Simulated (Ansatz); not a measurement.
Relaxed structures of AlBGeH4, singlet (PBE0-D4/def2-TZVP; forces vanish, vibrations not checked; lower isomers may exist, and structures with a doubtful reference or unclear bonds are left out; Å). Computed with Ansatz 0.2.0 (basis: def2-TZVPP); correlated methods freeze the cores. Filled d shells of the heavier atoms are correlated. The def2 sets are not built for correlating such inner shells, so the correlated values are less sure here.

(1) Rank them by CCSD(T) energy, lowest first, and give each one's height above the lowest. Links in brackets join atoms within 1.22 times the sum of their covalent radii (1.1 for two metals). (Judge from chemistry; the value comes from the calculation.)
A.
AlBGeH₄ ([H]1[BH]2[GeH][AlH]12)
```
7
angstrom
B -0.0588 0.1412 0.9374
Al 0.5520 -0.3077 -1.1327
Ge -1.5149 0.3134 -0.3872
H -2.9024 -0.3041 -0.1919
H 1.9105 -0.4120 -1.9322
H 0.0806 -0.0162 2.1106
H 1.0430 0.5384 0.4406
```
B.
a complex of AlBGeH₂ ([BH]1[Al][GeH]1) + H₂
```
7
angstrom
B -2.0073 -0.1419 0.2410
Al -0.8015 -0.3900 -1.3649
Ge 0.0001 0.0656 0.7037
H -3.0499 -0.0911 0.8128
H 2.5444 0.2877 -2.2694
H 0.4697 0.3787 2.1511
H 2.9453 0.3027 -2.8997
```
C.
a complex of AlBGeH₂ ([B]1[AlH][GeH]1) + H₂
```
7
angstrom
B -0.8790 0.8878 -0.1542
Al 1.0824 0.7919 -0.2946
Ge -0.5738 0.0564 1.4743
H 0.7391 -1.2706 -2.4620
H 1.4232 -1.3137 -2.7625
H -0.8234 -0.6111 2.8352
H 2.5960 0.9184 -0.7356
```

T1 diagnostic: at most 0.018. The restricted Hartree–Fock reference is unstable towards an unrestricted one at one or more of these structures.

## Answers

(1) The calculation gives: A (0.000 eV), B (1.805 eV), C (2.251 eV). Heights count from the lowest.

For scale, one of the runs: CCSD(T)/def2-TZVPP, 177 basis functions, launched by `ansatz run in.yaml --threads 2 --pin off --events-out ev --progress --plain --max-ram 4352MiB`. The run took 48 s on 2 CPU threads of an Arm Neoverse V1 (shared host), with 1.5 GiB of host memory at its peak.
